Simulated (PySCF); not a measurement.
C5H7BO. Atoms are numbered in the order given.

```xyz
14

C      2.8267    -0.6972    -0.0218
C      1.6201    -0.1736    -0.0398
C      0.3643     0.2681    -0.0441
O     -0.0779     1.5914    -0.1959
C     -1.5031     1.2219    -0.0789
B     -1.0792    -0.3106     0.0938
C     -1.7670    -1.6929     0.2661
H      3.3244    -1.0457    -0.9461
H      3.4020    -0.8031     0.9170
H     -2.0638     1.5116    -0.9953
H     -1.9732     1.7324     0.7911
H     -2.5840    -1.6592     1.0177
H     -2.2640    -1.9587    -0.6954
H     -1.0679    -2.5133     0.5198
```
Charge 0, spin multiplicity 1.

Geometry: PBE-D3(BJ)/def2-SVP. The structure was generated by enumeration, and PubChem lists no compound with its InChIKey, so it may never have been made.

Calculation: PySCF with PBE-D3(BJ)/def2-SVP.

No scaling factor is applied to the harmonic values.

```json
[
 {"mode": "1", "ν (cm⁻¹)": "37", "IR (km/mol)": "0.8", "moving atoms (share of kinetic energy)": "H 96 %"},
 {"mode": "2", "ν (cm⁻¹)": "116", "IR (km/mol)": "0.9", "moving atoms (share of kinetic energy)": "C 65 %, H 25 %, O 9 %"},
 {"mode": "3", "ν (cm⁻¹)": "117", "IR (km/mol)": "4.8", "moving atoms (share of kinetic energy)": "C 49 %, H 32 %, O 19 %"},
 {"mode": "4", "ν (cm⁻¹)": "192", "IR (km/mol)": "0.0", "moving atoms (share of kinetic energy)": "C 38 %, H 28 %, O 18 %, B 16 %"},
 {"mode": "5", "ν (cm⁻¹)": "270", "IR (km/mol)": "2.8", "moving atoms (share of kinetic energy)": "C 57 %, H 27 %, B 11 %"},
 {"mode": "6", "ν (cm⁻¹)": "283", "IR (km/mol)": "0.6", "moving atoms (share of kinetic energy)": "C 44 %, H 39 %, B 15 %"},
 {"mode": "7", "ν (cm⁻¹)": "418", "IR (km/mol)": "2.0", "moving atoms (share of kinetic energy)": "H 51 %, C 39 %, B 9 %"},
 {"mode": "8", "ν (cm⁻¹)": "511", "IR (km/mol)": "1.8", "moving atoms (share of kinetic energy)": "C 71 %, H 16 %"},
 {"mode": "9", "ν (cm⁻¹)": "554", "IR (km/mol)": "2.8", "moving atoms (share of kinetic energy)": "C 55 %, O 16 %, B 15 %, H 14 %"},
 {"mode": "10", "ν (cm⁻¹)": "604", "IR (km/mol)": "1.2", "moving atoms (share of kinetic energy)": "H 73 %, C 23 %"},
 {"mode": "11", "ν (cm⁻¹)": "638", "IR (km/mol)": "3.1", "moving atoms (share of kinetic energy)": "C 45 %, H 39 %, O 16 %"},
 {"mode": "12", "ν (cm⁻¹)": "654", "IR (km/mol)": "1.4", "moving atoms (share of kinetic energy)": "H 48 %, C 39 %, O 12 %"},
 {"mode": "13", "ν (cm⁻¹)": "760", "IR (km/mol)": "1.4", "moving atoms (share of kinetic energy)": "H 54 %, C 36 %"},
 {"mode": "14", "ν (cm⁻¹)": "834", "IR (km/mol)": "42.4", "moving atoms (share of kinetic energy)": "H 74 %, C 26 %"},
 {"mode": "15", "ν (cm⁻¹)": "866", "IR (km/mol)": "16.6", "moving atoms (share of kinetic energy)": "B 37 %, H 36 %, C 26 %"},
 {"mode": "16", "ν (cm⁻¹)": "935", "IR (km/mol)": "61.9", "moving atoms (share of kinetic energy)": "C 50 %, O 46 %"},
 {"mode": "17", "ν (cm⁻¹)": "942", "IR (km/mol)": "0.0", "moving atoms (share of kinetic energy)": "H 65 %, C 34 %"},
 {"mode": "18", "ν (cm⁻¹)": "959", "IR (km/mol)": "19.5", "moving atoms (share of kinetic energy)": "H 31 %, C 30 %, B 24 %, O 15 %"},
 {"mode": "19", "ν (cm⁻¹)": "1108", "IR (km/mol)": "1.2", "moving atoms (share of kinetic energy)": "H 89 %"},
 {"mode": "20", "ν (cm⁻¹)": "1113", "IR (km/mol)": "370.2", "moving atoms (share of kinetic energy)": "C 52 %, B 23 %, O 12 %, H 12 %"},
 {"mode": "21", "ν (cm⁻¹)": "1129", "IR (km/mol)": "18.4", "moving atoms (share of kinetic energy)": "H 49 %, B 26 %, C 16 %, O 8 %"},
 {"mode": "22", "ν (cm⁻¹)": "1223", "IR (km/mol)": "6.7", "moving atoms (share of kinetic energy)": "H 65 %, C 26 %"},
 {"mode": "23", "ν (cm⁻¹)": "1252", "IR (km/mol)": "6.0", "moving atoms (share of kinetic energy)": "H 55 %, C 41 %"},
 {"mode": "24", "ν (cm⁻¹)": "1340", "IR (km/mol)": "137.5", "moving atoms (share of kinetic energy)": "H 53 %, B 29 %, C 18 %"},
 {"mode": "25", "ν (cm⁻¹)": "1369", "IR (km/mol)": "6.4", "moving atoms (share of kinetic energy)": "H 90 %"},
 {"mode": "26", "ν (cm⁻¹)": "1371", "IR (km/mol)": "8.7", "moving atoms (share of kinetic energy)": "H 91 %, C 8 %"},
 {"mode": "27", "ν (cm⁻¹)": "1383", "IR (km/mol)": "6.3", "moving atoms (share of kinetic energy)": "H 87 %, C 10 %"},
 {"mode": "28", "ν (cm⁻¹)": "1433", "IR (km/mol)": "91.7", "moving atoms (share of kinetic energy)": "C 53 %, H 31 %, B 15 %"},
 {"mode": "29", "ν (cm⁻¹)": "1978", "IR (km/mol)": "87.1", "moving atoms (share of kinetic energy)": "C 99 %"},
 {"mode": "30", "ν (cm⁻¹)": "2957", "IR (km/mol)": "0.2", "moving atoms (share of kinetic energy)": "H 96 %"},
 {"mode": "31", "ν (cm⁻¹)": "2964", "IR (km/mol)": "26.4", "moving atoms (share of kinetic energy)": "H 95 %"},
 {"mode": "32", "ν (cm⁻¹)": "3017", "IR (km/mol)": "13.2", "moving atoms (share of kinetic energy)": "H 90 %, C 10 %"},
 {"mode": "33", "ν (cm⁻¹)": "3028", "IR (km/mol)": "5.8", "moving atoms (share of kinetic energy)": "H 95 %"},
 {"mode": "34", "ν (cm⁻¹)": "3031", "IR (km/mol)": "4.5", "moving atoms (share of kinetic energy)": "H 92 %, C 8 %"},
 {"mode": "35", "ν (cm⁻¹)": "3078", "IR (km/mol)": "6.1", "moving atoms (share of kinetic energy)": "H 91 %, C 9 %"},
 {"mode": "36", "ν (cm⁻¹)": "3105", "IR (km/mol)": "0.7", "moving atoms (share of kinetic energy)": "H 90 %, C 10 %"}
]
```
